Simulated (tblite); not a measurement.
Compound: C4H10NSSi (doublet state).
Numbering: `[CH3:1][SiH:2]([CH3:3])[CH2:4][C:5]([NH:6])=[S:7]` (hydrogens: H8, H9, H10 on C1; H11 on Si2; H12, H13, H14 on C3; H15, H16 on C4; H17 on N6)

Structure optimised with GFN2-xTB, isolated species. This method treats the open shell by occupation alone, without spin polarisation.

Entries marked ? are missing. Bonds in one row agree within 0.01 Å.

| coordinate | value |
| --- | --- |
| C1–Si2, Si2–C3 | ? |
| Si2–C4 | 1.936 Å |
| C4–C5 | ? |
| C5–N6 | ? |
| C5=S7 | ? |
| C1–H8 and 5 like bonds | 1.086 Å |
| Si2–H11 | 1.473 Å |
| C4–H15, C4–H16 | 1.088 Å |
| N6–H17 | 1.013 Å |
| C1–Si2–C3 | 111.4° |
| C1–Si2–C4 | 108.3° |
| C3–Si2–C4 | 109.6° |
| Si2–C4–C5 | ? |
| C4–C5–N6 | ? |
| C4–C5–S7 | ? |
| N6–C5–S7 | 118.2° |

Problem. Fill in the missing values.

Solution. 
- C1–Si2, Si2–C3 = 1.898 Å, drawn single (ends: carbon bonded to Si and 3 H; silicon bonded to 3 C and H); 0.03 Å above the sum of covalent radii, 1.87 Å.
- C4–C5 = 1.466 Å, drawn single (ends: carbon bonded to C, Si and 2 H; carbon bonded to C, N and S); 0.02 Å below the sum of covalent radii, 1.49 Å.
- C5–N6 = 1.267 Å, drawn single in one of several resonance forms (ends: carbon bonded to C, N and S; nitrogen bonded to C and H); 0.17 Å below the sum of covalent radii, 1.44 Å.
- C5=S7 = 1.741 Å, drawn double in one of several resonance forms (ends: carbon bonded to C, N and S; sulfur bonded to C); 0.04 Å below the sum of covalent radii, 1.78 Å.
- Si2–C4–C5 = 110.9°, at the carbon bonded to C, Si and 2 H; the outer atoms are 2.814 Å apart.
- C4–C5–N6 = 122.5°, at the carbon bonded to C, N and S; the outer atoms are 2.398 Å apart.
- C4–C5–S7 = 119.2°, at the carbon bonded to C, N and S; the outer atoms are 2.771 Å apart.

Radii are Cordero's, carbon taken as 0.76, 0.73 or 0.69 Å for four, three, and two or fewer neighbours.

Its lowest GFN2-xTB frequency is 12 cm⁻¹, too small to tell a flat minimum from a shallow saddle. Torsions: C1–Si2–C4–C5 -63°, Si2–C4–C5–N6 89°, C4–C5–N6–H -178°. 3 starts were optimised and ended at 0.00, 0.68 and 3.84 kcal/mol (GFN2-xTB); the lowest of these is shown.

One conformer stands for the species.

These are computed values.
